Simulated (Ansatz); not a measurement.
Species: CH₆ClSi₂ (charge 0, doublet). It need not be the lowest isomer of its formula. 
Geometry from a B3LYP-D3(BJ)/def2-TZVP (Ansatz, a program for electronic structure) optimisation:
SMILES: C[SiH][SiH2]Cl
```xyz
10

C      2.4047    -0.5004     0.1215
Si     1.0861     0.4033     1.1176
Si    -1.0839    -0.1497     0.4686
Cl    -1.1882     0.1248    -1.5938
H      3.3991    -0.1131     0.3480
H      2.2217    -0.3808    -0.9468
H      2.3959    -1.5689     0.3534
H      1.2842     0.2197     2.5828
H     -2.0904     0.7323     1.0996
H     -1.4705    -1.5598     0.7217
```
Charge 0, spin multiplicity 2.

Property: atomisation energy (electronic, to ground-state atoms), in kcal/mol. Correlated levels leave the core frozen unless marked. UHF or UKS for open shells. No spin-orbit coupling. Non-relativistic. The coupled-cluster limit lacks core correlation, which all-electron functionals hold. CBS marks a two-point X^-3 extrapolation of the correlation energy; Hartree-Fock from the larger set.

| level | program | atomisation energy (kcal/mol) |
|---|---|---|
| HF/6-31G* | Ansatz | 571.5 |
| HF/cc-pV(T+d)Z | Ansatz | 582.1 |
| HF/cc-pV(Q+d)Z | Ansatz | 583.7 |
| PBE/def2-TZVPD | Ansatz | 757.4 |

What does CCSD(T)/CBS(aug-cc-pV(T+d)Z,aug-cc-pV(Q+d)Z) (Ansatz) give?

761.6 kcal/mol, so PBE/def2-TZVPD differs from it by -4.2 kcal/mol.
